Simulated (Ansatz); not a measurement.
`[CH3][Al]([CH3])[NH2]`. Charge 0, multiplicity 1.

Cartesian coordinates in Å:
```
C -0.966 1.575 0.340
Al 0.158 0.031 -0.073
C -0.401 -1.818 0.222
N 1.776 0.320 -0.740
H -0.456 2.527 0.170
H -1.874 1.575 -0.272
H -1.297 1.559 1.383
H -0.201 -2.125 1.254
H 0.127 -2.522 -0.428
H -1.474 -1.952 0.058
H 2.433 -0.399 -0.996
H 2.175 1.228 -0.916
```

**Question.** What are the harmonic wavenumbers in cm⁻¹ at PBE0-D4/def2-TZVP (Ansatz, finite differences of forces, unscaled)? (Best estimate.)

**Answer.** Computed: 15i, 52, 162, 186, 196, 393, 422, 550, 572, 601, 640, 685, 700, 756, 842, 1219, 1220, 1439, 1443, 1446, 1448, 1570, 3035, 3037, 3107, 3109, 3125, 3125, 3606, 3696.
